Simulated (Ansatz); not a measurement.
Start from `[CH3][GaH][NH2]` and change one atom or group to get `[NH2][GaH][AlH2]`.

Ansatz, PBE0-D4/def2-TZVP geometries, multiplicity 1. Each molecule was computed in one conformer, which needn't be the lowest.

Scalar relativity is left out up to krypton.

```json
{"property": "HOMO–LUMO gap (ωB97M-V/def2-TZVPP) / eV", "`[CH3][GaH][NH2]`": "10.97"}
{"property": "size of the dipole moment (B3LYP/def2-TZVPP) / D", "`[CH3][GaH][NH2]`": "0.81"}
{"property": "zero-point energy (PBE0-D4/def2-TZVP) / kJ/mol", "`[CH3][GaH][NH2]`": "178.3"}
{"property": "HOMO–LUMO gap (B3LYP/def2-TZVPP) / eV", "`[CH3][GaH][NH2]`": "6.41"}
{"property": "HOMO–LUMO gap (PBE/def2-TZVPP) / eV", "`[CH3][GaH][NH2]`": "4.80"}
{"property": "HOMO energy (PBE/def2-TZVPP) / eV", "`[CH3][GaH][NH2]`": "-5.86"}
```

(1) What does the change do to each property? (Estimate.)

Results:

(1) The calculation gave: 
```tsv
property	`[NH2][GaH][AlH2]`	shift
HOMO–LUMO gap (ωB97M-V/def2-TZVPP) / eV	8.56	-2.41
size of the dipole moment (B3LYP/def2-TZVPP) / D	1.03	0.22
zero-point energy (PBE0-D4/def2-TZVP) / kJ/mol	119.3	-59.0
HOMO–LUMO gap (B3LYP/def2-TZVPP) / eV	4.59	-1.82
HOMO–LUMO gap (PBE/def2-TZVPP) / eV	3.18	-1.62
HOMO energy (PBE/def2-TZVPP) / eV	-5.92	-0.06
```

With PBE0 the HOMO rises by 0.21 eV and the LUMO falls by 1.74 eV, so the gap narrows by about 1.95 eV. PBE moves the HOMO by -0.06 eV and ωB97M-V by 0.62 eV. The zero-point energy changes by -59.0 kJ/mol with -3 modes. Dipoles are sizes alone; their direction can turn.

B3LYP here is the variant with VWN-RPA as its local correlation; programs differ in this.
